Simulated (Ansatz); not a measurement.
The lowest singlet and triplet of CClF (SMILES F[C]Cl); geometries from B3LYP-D3(BJ)/def2-TZVP, each state relaxed from the structure named, with no frequency check.
Singlet (charge 0, multiplicity 1):
```xyz
3

F     -1.479    -0.228     0.000
C     -0.568     0.696     0.000
Cl     0.984    -0.125     0.000
```

A positive gap puts the triplet lower; no zero-point energy. R- takes a restricted singlet. U- takes an unrestricted singlet (broken symmetry where lower, unprojected). The triplet is unrestricted in single-reference levels. Active spaces average the two states.

Cores are frozen in the correlated methods.

Codes used: Ansatz (Gaussian basis) for Hartree–Fock, density functionals and correlated methods. Each number belongs to the level named beside it.

Question: Predict the gap E(singlet) − E(triplet), vertical, at the singlet's geometry from U-MP2/cc-pV(Q+d)Z (spin-contaminated).

Answer: -35.2 kcal/mol

Question: What gap E(singlet) − E(triplet), vertical, at the singlet's geometry does FIC-MRCISD+Q on SA-CASSCF(2,2)/cc-pV(Q+d)Z give?

Answer: -41.2 kcal/mol

Question: Predict the gap E(singlet) − E(triplet), vertical, at the singlet's geometry from R-B3LYP/def2-TZVPP.

Answer: -40.1 kcal/mol

Ansatz is a first-principles code.
